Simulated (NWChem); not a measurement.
## Lowest excitation of CHF$_{2}$ (+1)

```
C
F 1 1.2259
F 1 1.2259 2 118.23
H 1 1.1089 2 120.89 3 180.00
```
Charge +1, spin multiplicity 1.

Everything below was run with NWChem. The geometry was optimised at PBE0/def2-SVP, a minimum by its harmonic frequencies.

Basis set: aug-cc-pVDZ.

| method | lowest vertical singlet excitation energy (eV) | relative cost | difference from EOM-CCSD |
|---|---|---|---|
| CIS | 9.38 | 1 | +1.17 |
| TD-PBE | 7.31 | under 3 | -0.89 |
| TD-B3LYP | 7.70 | under 3 | -0.51 |
| TD-PBE0 | 7.79 | under 3 | -0.42 |
| EOM-CCSD | 8.21 | 3 | 0.00 |

The values span 2.06 eV, from TD-PBE (lowest) to CIS (highest). Costs are rough ratios of processor time within this set of runs, SCF included, with CIS as 1.

The correlated methods keep 3 core orbitals frozen. B3LYP has NWChem's definition, with VWN1-RPA local correlation. The spin multiplicity of the parent species was assumed, not shown to be that of its ground state. The structure started from a generated list of species. Differences from the coupled-cluster row are differences between methods, not errors against experiment.
